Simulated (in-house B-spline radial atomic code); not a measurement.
Relativistic effects in neutral neon, [He] 2s2 2p6: non-relativistic Hartree-Fock (point nucleus) against Dirac-Hartree-Fock (Fermi nucleus of rms radius 3.0055 fm), both averages of the configuration, computed with a radial B-spline atomic code at the basis-set limit.

```tsv
orbital	ε NR (Eh)	ε Dirac (Eh)	<r> NR (bohr)	<r> Dirac (bohr)	change of <r> (%)
1s1/2	-32.772	-32.817	0.1576	0.1574	-0.2
2s1/2	-1.9304	?	0.8921	?	?
2p1/2	-0.85041	?	0.9653	?	?
2p3/2	-0.85041	-0.84827	0.9653	0.966	+0.1
```

(1) What happens to 2p1/2?

(2) What happens to 2s1/2?

(3) What explains the pattern of contraction and expansion?

(4) By how much does the total energy change?

Results:

(1) Its energy goes to -0.85283 hartree and <r> to 0.9634 bohr (-0.20 %).

(2) Its energy goes to -1.9358 hartree and <r> to 0.8905 bohr (-0.18 %).

(3) Expansion is seen in 2p3/2. The s and p1/2 orbitals contract directly, screen the nucleus better, and so push out orbitals that have little density near the nucleus; spin-orbit coupling adds to this for j = l + 1/2 and opposes it for j = l - 1/2.

(4) By -0.14483 hartree, from -128.547 to -128.692.
